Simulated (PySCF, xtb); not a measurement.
GeF4, SMILES [F][Ge]([F])([F])[F].

GFN2-xTB in xtb 6.7.1 at its own geometry gives an orbital gap of 8.82 eV and a dipole moment of 0.00 D.

Geometry: TPSSh-D3(BJ)/def2-SVP. The isomer is the one that the SMILES or the coordinates give; other isomers of the formula were not compared.

What does PySCF with PBE/def2-TZVP give? (The exact figures need the calculation; the answer reports its results.)

gap 7.33 eV (levels -10.47 and -3.14 eV), dipole 0.00 D.
